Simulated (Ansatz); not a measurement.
C₂H₅NOSi (`C=C1O[SiH]1N`) from Hartree–Fock to CCSD(T)

Cartesian coordinates in Å:
```
C 1.470 1.477 0.767
C 0.830 0.460 0.221
O 0.868 0.009 -1.124
Si -0.192 -0.921 -0.214
N -1.855 -0.845 -0.451
H 2.141 2.098 0.184
H 1.330 1.700 1.816
H 0.183 -2.332 -0.012
H -2.364 0.016 -0.558
H -2.411 -1.663 -0.629
```

Total charge 0; spin multiplicity 1. All single points use the PBE0-D4/def2-TZVP geometry. It is one conformer, not always the lowest. Frozen core, restricted reference, the Gaussian-basis code of Ansatz. CBS rows extrapolate triple and quadruple zeta; past MP2 they add the triple-zeta difference.

| basis | HF (Eh) | MP2 corr. | CCSD corr. | (T) | CCSD(T) total |
| --- | --- | --- | --- | --- | --- |
| def2-SVP | -496.61821 | -0.70571 | -0.74383 | -0.02487 | -497.38691 |
| def2-TZVPP | -496.98368 | -0.87902 | -0.90595 | -0.04056 | -497.93019 |
| def2-QZVPP | -497.00305 | -0.94273 | – | – | – |
| CBS(def2) | -497.00572 | -0.98993 | -1.01685 | as TZ | -498.06313 |
